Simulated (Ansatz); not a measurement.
Consider the substitution at a C–C bond: `CCC1CCCCC1` + H–F → `FC1CCCCC1` + `CC`.

Gas-phase electronic energies from Ansatz, PBE0-D4/def2-TZVP geometries. CCSD(T)/CBS adds triple-zeta CCSD(T) − MP2 to the extrapolated MP2 energy (def2 sets, frozen cores). This one scheme is used for every species. Functionals use def2-TZVPP. Each species was taken in one conformer, which may not be the lowest.

Question: Is it downhill or uphill in electronic energy at CCSD(T)/CBS, and by how much? (Best estimate.)

Answer: Computed: Uphill: ΔE = +0.33 eV.

Question: What do these levels give: r2SCAN-D4, PBE, r2SCAN, MP2/def2-TZVPP, SCS-MP2/def2-QZVPP, MP2/CBS(def2)? (Estimate.)

Answer: The calculation gave: r2SCAN-D4 0.12, PBE 0.08, r2SCAN 0.09, MP2/def2-TZVPP 0.42, SCS-MP2/def2-QZVPP 0.32, MP2/CBS(def2) 0.46 eV.

Largest T1 diagnostic among the species: 0.010.

The D4 term adds +0.15 eV with B3LYP and +0.09 eV with PBE0; it sums over pairs of atoms, weighted by their polarisabilities, and B3LYP, whose exchange is more repulsive, gets the larger term. In def2-TZVPP, CCSD(T) changes the Hartree–Fock value by +0.36 eV (the triples alone add +0.04 eV) and MP2 by +0.49 eV.

B3LYP here is the variant with VWN-RPA as its local correlation; programs differ in this.
